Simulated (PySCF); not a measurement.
Molecule: C4H7O, charge -1, multiplicity 1. It need not be the lowest isomer of its formula. Whether it binds its extra electron was not tested at this geometry. 
Coordinates optimised at B3LYP-D3(BJ)/def2-TZVP (Ansatz):
SMILES: CCC[C-]=O
```xyz
12

C     -2.2604    -0.2425    -0.0534
C     -0.8207     0.2625    -0.1494
C      0.2519    -0.7303     0.2714
C      1.8066    -0.2126     0.1867
O      1.8807     0.9532    -0.2132
H     -2.4125    -1.1266    -0.6809
H     -2.9919     0.5170    -0.3696
H     -2.5103    -0.5328     0.9722
H     -0.7082     1.1708     0.4530
H     -0.6121     0.5858    -1.1753
H      0.1103    -1.0576     1.3119
H      0.2144    -1.6451    -0.3379
```
Charge -1, spin multiplicity 1.

Dispersion corrections to the total energy (kcal/mol) from the dftd3 and dftd4 libraries through PySCF: D3(BJ) without and D4 with the three-body term, each with the damping fitted for the functional named.

| functional | D3(BJ) | D4 |
|---|---|---|
| HSE06 | ? | -4.14 |
| revPBE | -13.32 | -19.19 |
| HF | -39.43 | -20.77 |
| BHLYP | -6.38 | -5.76 |
| PBE | ? | -5.40 |
| B2GP-PLYP | -2.63 | ? |
| PBE0 | -4.28 | -4.51 |

**Question.** What belongs in the gaps?

**Answer.** 
- HSE06, D3(BJ): -3.06
- PBE, D3(BJ): -5.10
- B2GP-PLYP, D4: -2.24
